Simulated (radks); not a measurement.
Values are calculated unless marked as measured or tabulated.
The mean radii <r> (bohr) of the occupied orbitals of an atom or ion are listed with their occupations. Code: a radial shooting solver on a logarithmic mesh with Libxc functionals. Model: Dirac Kohn-Sham, PBE, spin-unpolarised, spherical densities, finite nucleus; Fermi nuclear charge, rms radius of each element as measured or else 0.836 A^(1/3) + 0.57 fm.

orbital  occ.      <r>
1s1/2       2  0.01744
2s1/2       2  0.07240
2p1/2       2  0.05969
2p3/2       4  0.06778
3s1/2       2   0.1785
3p1/2       2   0.1678
3p3/2       4   0.1803
3d3/2       1   0.1547

Name the element and its charge. Open shells, if any, fill j = l - 1/2 first.

Answer. Z = 77, iridium, charge +58: Ir58+ in [Ar] 3d1. The 1s radius gives Z: for a bare nucleus <r> = (2 gamma + 1)/(2Z) with gamma = sqrt(1 - (Z/c)^2), 0.01724 bohr for Z = 77, and screening makes it slightly larger (0.01744 here). The occupations add up to 19, and the charge is Z minus that.
